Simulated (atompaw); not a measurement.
What one change does to a pseudopotential (Ru, PAW (atompaw))

ruthenium (Ru), PAW, made with atompaw 4.2.0.5 (PBE, scalar-relativistic). Core [Ar] 3d10, reference 4s2 4p6 4d7.5 5s0.5 5p0. Waves: 4s (bound): rc 1.65 bohr; 5s (bound): rc 2.20 bohr; 4p (bound): rc 1.80 bohr; 5p (bound, empty): rc 2.55 bohr; 4d (bound): rc 2.55 bohr; 4d channel at 1.3 Ry: rc 2.55 bohr. Local part: troulliermartins scheme with l = 3 at 0 Ry, radius 2.10 bohr. Core correction: smooth core density matched at 1.60 bohr. Augmentation charge: besselshape compensation charge, radius 2.25 bohr; PAW radius 2.55 bohr; waves and projectors: custom polynom gramschmidtortho.

All-electron outer shells of the reference configuration (PBE, scalar-relativistic, ld1.x):

| shell | level (eV) | outermost node (bohr) | outermost maximum (bohr) |
| --- | --- | --- | --- |
| 3p | -445.68 | 0.16 | 0.36 |
| 3d | -271.56 | – | 0.30 |
| 4s | -74.90 | 0.48 | 0.92 |
| 4p | -45.01 | 0.49 | 0.98 |
| 4d | -4.12 | 0.48 | 1.23 |
| 5s | -3.80 | 1.24 | 2.80 |
| 5p | -0.71 | 1.42 | 4.17 |

Change: all radii scaled by about 1.26 (s 2.08, p 2.28, d 3.22 bohr); local potential troulliermartins scheme with l = 3 at 0 Ry, radius 2.66 bohr; augmentation besselshape compensation charge, radius 2.84 bohr; PAW radius 3.22 bohr; waves and projectors: custom polynom gramschmidtortho; core correction smooth core density matched at 2.02 bohr.

Cutoffs: the cutoffs (Ry, on a coarse ladder) from which the occupation-weighted sum of valence levels, in a spherical-Bessel basis at the reference potential, stays within 10 and 1 mRy of its value at 400 Ry; they do not see the model core or the augmentation charge, which bear on the density cutoff.

Task: What does the change do?

Result: The potential gets softer (35 Ry and 45 Ry → 21 Ry and 30 Ry); a bound ghost appears in s, which as a rule spoils a file. A larger radius leaves more room for a smooth pseudo-wave, so fewer plane waves are needed.

```tsv
quantity	base	changed
cutoff, loose	35 Ry	21 Ry
cutoff, tight	45 Ry	30 Ry
loose cutoff by channel (10 mRy a level)	s 18 Ry, p 21 Ry, d 12 Ry	s 12 Ry, p 15 Ry, d 8 Ry
bound ghosts	none	s
lowest overlap eigenvalue by channel	s 0.51, p 0.54, d 0.90	s 0.47, p 0.52, d 0.89
```

 A true bound ghost makes a file unfit for plane-wave use even where its test errors are small: the radial tests pick states by their node count and pass the ghost by. The cutoffs see the waves, projectors and local potential, not the compensation charge or the core.
